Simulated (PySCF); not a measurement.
Job for PySCF: D3(BJ) and D4 dispersion corrections on AlF2HO (SMILES [OH][Al]([F])[F]), a point of a torsion scan.

```python
from pyscf import gto
from pyscf.dispersion import dftd3, dftd4

mol = gto.M(
    atom='''
    O     1.12827920   -0.20717458    0.20667833
    Al   -0.48773342   -0.03447142    0.02443503
    F    -1.48395423   -0.78379168    1.08483130
    F    -1.17822794    0.85524030   -1.17058343
    H     1.99236647    0.00711753   -0.11602928
    ''',
    basis='def2-svp',
    charge=0, spin=0, verbose=0, max_memory=1800)
d3, d4 = {}, {}
for xc in ['hf', 'pbe', 'blyp', 'revpbe', 'tpss', 'r2scan', 'b3lyp', 'pbe0', 'bhlyp', 'camb3lyp', 'b2plyp']:
    d3[xc] = float(dftd3.DFTD3Dispersion(mol, xc=xc, version='d3bj', atm=False).get_dispersion()['energy'])
    print(f'D3(BJ) {xc:10s} {d3[xc]:14.8f} Eh')
for xc in ['hf', 'pbe', 'blyp', 'revpbe', 'tpss', 'r2scan', 'b3lyp', 'pbe0', 'bhlyp', 'camb3lyp', 'b2plyp']:
    d4[xc] = float(dftd4.DFTD4Dispersion(mol, xc={'camb3lyp': 'cam-b3lyp'}.get(xc, xc), atm=True).get_dispersion()['energy'])
    print(f'D4     {xc:10s} {d4[xc]:14.8f} Eh')
```

Program output:

```
D3(BJ) hf            -0.01813209 Eh
D3(BJ) pbe           -0.00193304 Eh
D3(BJ) blyp          -0.00433496 Eh
D3(BJ) revpbe        -0.00480172 Eh
D3(BJ) tpss          -0.00247279 Eh
D3(BJ) r2scan        -0.00050805 Eh
D3(BJ) b3lyp         -0.00357910 Eh
D3(BJ) pbe0          -0.00170008 Eh
D3(BJ) bhlyp         -0.00297224 Eh
D3(BJ) camb3lyp      -0.00159031 Eh
D3(BJ) b2plyp        -0.00173571 Eh
D4     hf            -0.00918677 Eh
D4     pbe           -0.00253679 Eh
D4     blyp          -0.00565889 Eh
D4     revpbe        -0.00763134 Eh
D4     tpss          -0.00342276 Eh
D4     r2scan        -0.00057316 Eh
D4     b3lyp         -0.00413660 Eh
D4     pbe0          -0.00211363 Eh
D4     bhlyp         -0.00320446 Eh
D4     camb3lyp      -0.00213706 Eh
D4     b2plyp        -0.00174728 Eh
```

The run finished.

Cost: very roughly 0.020 core-seconds.
